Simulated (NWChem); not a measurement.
All runs are NWChem calculations. System: bifluoride (HF2 (-1)), charge -1, spin multiplicity 1, at a geometry optimised with PBE/def2-SVP. Level: B3LYP/def2-TZVPD, VWN1-RPA local correlation.

Job file:

```
start mol
memory heap 200 mb stack 800 mb global 1000 mb
charge -1
geometry units angstroms nocenter noautoz
  F      0.000000     0.000000     1.162433
  H      0.000000     0.000000     0.000000
  F      0.000000     0.000000    -1.162433
  symmetry group D2h
end
basis spherical
  * library def2-tzvpd
end
dft
  xc b3lyp
  semidirect memsize 60000000 filesize 0
  iterations 100
end
task dft energy
```

Output (cleaned and shortened):

```
             Northwest Computational Chemistry Package (NWChem) 7.3.0
             --------------------------------------------------------

                                NWChem Input Module
                                -------------------

 Scaling coordinates for geometry "geometry" by  1.889725989
 (inverse scale =  0.529177249)

 Turning off AUTOSYM since
 SYMMETRY directive was detected!

                             Geometry "geometry" -> ""
                             -------------------------

 Output coordinates in angstroms (scale by  1.889725989 to convert to a.u.)

  No.       Tag          Charge          X              Y              Z
 ---- ---------------- ---------- -------------- -------------- --------------
    1 F                    9.0000     0.00000000     0.00000000     1.16243300
    2 H                    1.0000     0.00000000     0.00000000     0.00000000
    3 F                    9.0000     0.00000000     0.00000000    -1.16243300

 Effective nuclear repulsion energy (a.u.)      26.6310996561

            Nuclear Dipole moment (a.u.)
            ----------------------------
        X                 Y               Z
 ---------------- ---------------- ----------------
     0.0000000000     0.0000000000     0.0000000000

      Symmetry information
      --------------------

 Group name             D2h
 Group number             26
 Group order               8
 No. of unique centers     2

      Symmetry unique atoms

     1    2


 Summary of "ao basis" -> "" (spherical)
 ------------------------------------------------------------------------------
       Tag                 Description            Shells   Functions and Types
 ---------------- ------------------------------  ------  ---------------------
 *                         def2-tzvpd                 on all atoms

                                 NWChem DFT Module
                                 -----------------

 Summary of "ao basis" -> "ao basis" (spherical)
 ------------------------------------------------------------------------------
       Tag                 Description            Shells   Functions and Types
 ---------------- ------------------------------  ------  ---------------------
 F                         def2-tzvpd               14       40   6s4p3d1f
 H                         def2-tzvpd                5        9   3s2p

 Summary of "ao basis" -> "ao basis" (spherical)
 ------------------------------------------------------------------------------
       Tag                 Description            Shells   Functions and Types
 ---------------- ------------------------------  ------  ---------------------
 F                         def2-tzvpd               14       40   6s4p3d1f
 H                         def2-tzvpd                5        9   3s2p

      Symmetry analysis of basis
      --------------------------

        ag         21
        au          4
        b1g         4
        b1u        20
        b2g         9
        b2u        11
        b3g         9
        b3u        11

            General Information
            -------------------
          SCF calculation type: DFT
          Wavefunction type:  closed shell.
          No. of atoms     :     3
          No. of electrons :    20
           Alpha electrons :    10
            Beta electrons :    10
          Charge           :    -1
          Spin multiplicity:     1
          Use of symmetry is: on ; symmetry adaption is: on
          Maximum number of iterations: 100
          AO basis - number of functions:    89
                     number of shells:    33
          Convergence on energy requested:  1.00D-06
          Convergence on density requested:  1.00D-05
          Convergence on gradient requested:  5.00D-04

              XC Information
              --------------
                         B3LYP Method XC Potential
                     Hartree-Fock (Exact) Exchange  0.200
                        Slater Exchange Functional  0.800 local
                    Becke 1988 Exchange Functional  0.720 non-local
              Lee-Yang-Parr Correlation Functional  0.810
                  VWN I RPA Correlation Functional  0.190 local

             Grid Information
             ----------------
          Grid used for XC integration:  medium
          Radial quadrature: Mura-Knowles
          Angular quadrature: Lebedev.
          Tag              B.-S. Rad. Rad. Pts. Rad. Cut. Ang. Pts.
          ---              ---------- --------- --------- ---------
          F                   0.50       49          10.0       434
          H                   0.35       45           8.0       434
          Grid pruning is: on
          Number of quadrature shells:    94
          Spatial weights used:  Erf1

          Convergence Information
          -----------------------
          Convergence aids based upon iterative change in
          total energy or number of iterations.
          Levelshifting, if invoked, occurs when the
          HOMO/LUMO gap drops below (HL_TOL):  1.00D-02
          DIIS, if invoked, will attempt to extrapolate
          using up to (NFOCK): 10 stored Fock matrices.

                    Damping( 0%)  Levelshifting(0.5)       DIIS
                  --------------- ------------------- ---------------
          dE  on:    start            ASAP                start
          dE off:    2 iters        100 iters           100 iters

      Screening Tolerance Information
      -------------------------------
          Density screening/tol_rho:  1.00D-10
          AO Gaussian exp screening on grid/accAOfunc:  14
          CD Gaussian exp screening on grid/accCDfunc:  20
          XC Gaussian exp screening on grid/accXCfunc:  20
          Schwarz screening/accCoul:  1.00D-08

      Superposition of Atomic Density Guess
      -------------------------------------

 Sum of atomic energies:        -199.33632864

 Renormalizing density from      19.00 to     20

      Non-variational initial energy
      ------------------------------

 Total energy =    -205.023973
 1-e energy   =    -349.388768
 2-e energy   =     117.733696
 HOMO         =      -0.097281
 LUMO         =      -0.078667

      Symmetry analysis of molecular orbitals - initial
      -------------------------------------------------

 !! scf_movecs_sym_adapt:   56 vectors were symmetry contaminated

  Symmetry fudging

 !! scf_movecs_sym_adapt:   54 vectors were symmetry contaminated

  Numbering of irreducible representations:

     1 ag          2 au          3 b1g         4 b1u         5 b2g
     6 b2u         7 b3g         8 b3u

  Orbital symmetries:

     1 ag          2 b1u         3 ag          4 b1u         5 b1u
     6 ag          7 b2u         8 b3u         9 b2g        10 b3g
    11 b1u        12 ag         13 b3u        14 b2u        15 b1u
    16 ag         17 b3g        18 b2g        19 b3u        20 b2u

------------------------------------------------------------
EAF file 0: "./mol.aoints.0" size=524288 bytes
------------------------------------------------------------
               write      read    awrite     aread      wait
               -----      ----    ------     -----      ----
     calls:        1         0         0         0         0
   data(b): 5.24e+05  0.00e+00  0.00e+00  0.00e+00
   time(s): 0.00e+00  0.00e+00  0.00e+00  0.00e+00  0.00e+00
rate(mb/s): 0.00e+00  0.00e+00
------------------------------------------------------------

 !! scf_movecs_sym_adapt:   12 vectors were symmetry contaminated

  Symmetry fudging

 !! scf_movecs_sym_adapt:   10 vectors were symmetry contaminated

   convergence    iter        energy       DeltaE   RMS-Dens  Diis-err    time
 ---------------- ----- ----------------- --------- --------- ---------  ------
 d= 0,ls=0.0,diis     1   -198.2127020711 -2.25D+02  3.92D+01  9.46D+00     0.7

 !! scf_movecs_sym_adapt:   14 vectors were symmetry contaminated

  Symmetry fudging

 !! scf_movecs_sym_adapt:   12 vectors were symmetry contaminated

 d= 0,ls=0.0,diis     2   -199.0233668189 -8.11D-01  1.07D-02  2.19D+01     0.8

 !! scf_movecs_sym_adapt:   16 vectors were symmetry contaminated

  Symmetry fudging

 !! scf_movecs_sym_adapt:   10 vectors were symmetry contaminated

 d= 0,ls=0.0,diis     3   -200.3708916101 -1.35D+00  4.42D-03  9.02D-01     0.8

 !! scf_movecs_sym_adapt:    6 vectors were symmetry contaminated

  Symmetry fudging

 !! scf_movecs_sym_adapt:    4 vectors were symmetry contaminated

 d= 0,ls=0.0,diis     4   -200.4646878569 -9.38D-02  1.01D-03  1.10D-02     0.9

 !! scf_movecs_sym_adapt:    4 vectors were symmetry contaminated

  Symmetry fudging

 !! scf_movecs_sym_adapt:    4 vectors were symmetry contaminated

 d= 0,ls=0.0,diis     5   -200.4658936494 -1.21D-03  2.43D-04  4.13D-03     1.0

 !! scf_movecs_sym_adapt:   10 vectors were symmetry contaminated

  Symmetry fudging

 !! scf_movecs_sym_adapt:    6 vectors were symmetry contaminated

  Resetting Diis
 d= 0,ls=0.0,diis     6   -200.4661836211 -2.90D-04  4.87D-05  1.17D-05     1.0

 !! scf_movecs_sym_adapt:   16 vectors were symmetry contaminated

  Symmetry fudging

 !! scf_movecs_sym_adapt:    2 vectors were symmetry contaminated

 d= 0,ls=0.0,diis     7   -200.4661845834 -9.62D-07  2.51D-06  1.30D-08     1.1

         Total DFT energy =     -200.466184583398
      One electron energy =     -339.273776028307
           Coulomb energy =      133.701961067282
    Exchange-Corr. energy =      -21.525469278424
 Nuclear repulsion energy =       26.631099656051

 Numeric. integr. density =       20.000001048609

     Total iterative time =      0.8s

                  Occupations of the irreducible representations
                  ----------------------------------------------

                     irrep           alpha         beta
                     --------     --------     --------
                     ag                3.0          3.0
                     au                0.0          0.0
                     b1g               0.0          0.0
                     b1u               3.0          3.0
                     b2g               1.0          1.0
                     b2u               1.0          1.0
                     b3g               1.0          1.0
                     b3u               1.0          1.0

                       DFT Final Molecular Orbital Analysis
                       ------------------------------------

 Vector    8  Occ=2.000000D+00  E=-1.028386D-01  Symmetry=b1u
              MO Center= -2.9D-13, -1.4D-13,  2.2D-15, r^2= 2.0D+00
   Bfn.  Coefficient  Atom+Function         Bfn.  Coefficient  Atom+Function
  ----- ------------  ---------------      ----- ------------  ---------------
     9      0.362436  1 F  pz                58      0.362436  3 F  pz
    12      0.286689  1 F  pz                61      0.286689  3 F  pz
    15      0.216889  1 F  pz                64      0.216889  3 F  pz
    18      0.059579  1 F  pz                67      0.059579  3 F  pz
    46     -0.045320  2 H  pz                49     -0.031837  2 H  pz

 Vector    9  Occ=2.000000D+00  E=-1.009713D-01  Symmetry=b3g
              MO Center= -1.4D-29,  1.4D-13, -3.0D-16, r^2= 1.9D+00
   Bfn.  Coefficient  Atom+Function         Bfn.  Coefficient  Atom+Function
  ----- ------------  ---------------      ----- ------------  ---------------
     8      0.354819  1 F  py                57     -0.354819  3 F  py
    11      0.283354  1 F  py                60     -0.283354  3 F  py
    14      0.216375  1 F  py                63     -0.216375  3 F  py
    17      0.063826  1 F  py                66     -0.063826  3 F  py

 Vector   10  Occ=2.000000D+00  E=-1.009713D-01  Symmetry=b2g
              MO Center=  2.9D-13, -3.0D-29, -1.0D-16, r^2= 1.9D+00
   Bfn.  Coefficient  Atom+Function         Bfn.  Coefficient  Atom+Function
  ----- ------------  ---------------      ----- ------------  ---------------
     7      0.354819  1 F  px                56     -0.354819  3 F  px
    10      0.283354  1 F  px                59     -0.283354  3 F  px
    13      0.216375  1 F  px                62     -0.216375  3 F  px
    16      0.063826  1 F  px                65     -0.063826  3 F  px

 Vector   11  Occ=0.000000D+00  E= 2.078337D-01  Symmetry=b1u
              MO Center= -1.1D-29,  1.2D-30, -7.3D-15, r^2= 1.5D+01
   Bfn.  Coefficient  Atom+Function         Bfn.  Coefficient  Atom+Function
  ----- ------------  ---------------      ----- ------------  ---------------
     6      5.754907  1 F  s                 55     -5.754907  3 F  s
    49     -4.330144  2 H  pz                18     -2.095022  1 F  pz
    67     -2.095022  3 F  pz                15     -0.249079  1 F  pz
    64     -0.249079  3 F  pz                12      0.083965  1 F  pz
    61      0.083965  3 F  pz                 5      0.066619  1 F  s

 Vector   12  Occ=0.000000D+00  E= 2.399312D-01  Symmetry=b2u
              MO Center=  2.5D-31, -9.0D-18,  4.2D-16, r^2= 1.0D+01
   Bfn.  Coefficient  Atom+Function         Bfn.  Coefficient  Atom+Function
  ----- ------------  ---------------      ----- ------------  ---------------
    48      1.355671  2 H  py                17     -1.137038  1 F  py
    66     -1.137038  3 F  py                30      0.169945  1 F  d -1
    79     -0.169945  3 F  d -1               8      0.089030  1 F  py
    57      0.089030  3 F  py                11      0.077994  1 F  py
    60      0.077994  3 F  py

 Vector   13  Occ=0.000000D+00  E= 2.399312D-01  Symmetry=b3u
              MO Center= -1.1D-19,  2.7D-33,  3.5D-16, r^2= 1.0D+01
   Bfn.  Coefficient  Atom+Function         Bfn.  Coefficient  Atom+Function
  ----- ------------  ---------------      ----- ------------  ---------------
    47      1.355671  2 H  px                16     -1.137038  1 F  px
    65     -1.137038  3 F  px                32     -0.169945  1 F  d  1
    81      0.169945  3 F  d  1               7      0.089030  1 F  px
    56      0.089030  3 F  px                10      0.077994  1 F  px
    59      0.077994  3 F  px

 center of mass
 --------------
 x =   0.00000000 y =   0.00000000 z =   0.00000000

 moments of inertia (a.u.)
 ------------------
         183.349848535344           0.000000000000           0.000000000000
           0.000000000000         183.349848535344           0.000000000000
           0.000000000000           0.000000000000           0.000000000000

     Multipole analysis of the density
     ---------------------------------

     L   x y z        total         alpha         beta         nuclear
     -   - - -        -----         -----         ----         -------
     0   0 0 0     -1.000000    -10.000000    -10.000000     19.000000

     1   1 0 0     -0.000000     -0.000000     -0.000000      0.000000
     1   0 1 0      0.000000      0.000000      0.000000      0.000000
     1   0 0 1     -0.000000     -0.000000     -0.000000      0.000000

     2   2 0 0     -9.947608     -4.973804     -4.973804      0.000000
     2   1 1 0     -0.000000     -0.000000     -0.000000      0.000000
     2   1 0 1      0.000000      0.000000      0.000000      0.000000
     2   0 2 0     -9.947608     -4.973804     -4.973804      0.000000
     2   0 1 1      0.000000      0.000000      0.000000      0.000000
     2   0 0 2    -16.736670    -51.796956    -51.796956     86.857243

 Task  times  cpu:        1.1s     wall:        1.1s

 Total times  cpu:        1.1s     wall:        1.1s
```
